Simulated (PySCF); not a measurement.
Geometries of 3 isomers of C5H4F2, from PBE0-D3(BJ)/def2-SVP geometry optimisation, gas phase (PySCF 2.14.0). One conformer each, no zero-point energy, no frequencies.

Question: Which isomer lies lowest at this level?
A.
```xyz
11
angstrom
C      2.355    0.765   -0.728
C      1.500   -0.046   -0.442
C      0.508   -1.015   -0.108
F      0.961   -2.270   -0.095
C     -0.779   -0.766    0.164
C     -1.394    0.587    0.148
F     -1.999    0.855    1.352
H      3.114    1.484   -0.976
H     -1.419   -1.620    0.404
H     -0.637    1.362   -0.057
H     -2.168    0.641   -0.639
```
B.
```xyz
11
angstrom
C     -2.178    0.069    0.078
C     -0.903    0.409   -0.087
C      0.141    1.344   -0.423
C      0.510    0.128   -0.065
C      1.605   -0.825    0.225
F      2.797   -0.294   -0.109
F      1.429   -1.958   -0.485
H     -2.450   -0.938    0.400
H     -2.975    0.788   -0.115
H      0.443    2.342   -0.733
H      1.624   -1.088    1.299
```
C.
```xyz
11
angstrom
F      2.459   -0.608   -0.499
C      1.195   -0.340   -0.231
C      0.255   -1.157    0.272
C     -1.011   -0.366    0.388
C     -0.668    1.004   -0.112
C      0.627    0.987   -0.468
F      1.355    1.970   -0.963
H      0.378   -2.202    0.550
H     -1.825   -0.818   -0.208
H     -1.378   -0.338    1.431
H     -1.353    1.848   -0.171
```

Answer: C. That is `C1(=CCC=C1F)F`, 43.4 kcal/mol below the next.

```json
{"SMILES": "FC1=CCC=C1F", "atoms numbered as above": "[F:1][C:2]1=[CH:3][CH2:4][CH:5]=[C:6]1[F:7]", "E (Eh)": "-391.87140", "relative (kcal/mol)": "0.0", "relative (kJ/mol)": "0.0", "dipole (D)": "2.50"}
{"SMILES": "C#C/C(F)=C\\CF", "atoms numbered as above": "[CH:1]#[C:2]/[C:3]([F:4])=[CH:5]\\[CH2:6][F:7]", "E (Eh)": "-391.80221", "relative (kcal/mol)": "43.4", "relative (kJ/mol)": "181.7", "dipole (D)": "1.99"}
{"SMILES": "C=C1C=C1C(F)F", "atoms numbered as above": "[CH2:1]=[C:2]1[CH:3]=[C:4]1[CH:5]([F:6])[F:7]", "E (Eh)": "-391.79271", "relative (kcal/mol)": "49.4", "relative (kJ/mol)": "206.6", "dipole (D)": "1.68"}
```

As drawn, the highest has a three-membered ring and two fluorines on one carbon, which the lowest lacks.
